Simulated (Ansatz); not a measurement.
Ideal-gas functions of AlBrHS (`[SH][Al][Br]`) radical at 500 K and 1 bar, from an Ansatz frequency run at PBE0-D4/def2-TZVP.

Molar mass 139.96 g/mol, point group Cs (symmetry number 1), electronic degeneracy 2, moments of inertia 29.738, 354.324, 384.062 u Å². Harmonic wavenumbers (cm⁻¹, unscaled): 110, 258, 371, 508, 663, 2705.

Use S(trans) = R[1.5 ln M + 2.5 ln T − 1.1517]; rotational temperatures θ = 24.2544 K / I; S(rot) = R[ln(√π/σ · √(T³/θAθBθC)) + 1.5]; for each mode x = 1.438777 ν̃/T, S = R[x/(eˣ − 1) − ln(1 − e⁻ˣ)] and H = RT x/(eˣ − 1); 1 cm⁻¹ = 0.0119627 kJ/mol; R = 8.31446 J/(mol·K).

**Question.** By hand: the entropy, in J/(mol·K).

**Answer.** Translation 181.2. Rotation: θ = 0.8156, 0.0685, 0.0632 K, giving 118.2. Vibration, mode by mode: 17.91, 10.98, 8.15, 5.86, 4.10, 0.03, in all 47.0. Electronic 5.8. Sum 352.2 J/(mol·K).

**Question.** By hand: H − E and G − E in kJ/mol, counted from the electronic energy.

**Answer.** Zero-point energy ½ × 4615 × 0.0119627 = 27.6; thermal vibration 11.9; translation, rotation and pV give 4 RT = 16.6. H − E = 56.1 kJ/mol, and G − E = 56.1 − 500 × 352.2/1000 = -120.0 kJ/mol.

Vibration gives 13 % of the entropy, 17.9 J/(mol·K) of it from the mode under 150 cm⁻¹: soft modes count most, and the harmonic formula is weakest for them. The sum counts one conformer and one mirror image; others add a mixing term.
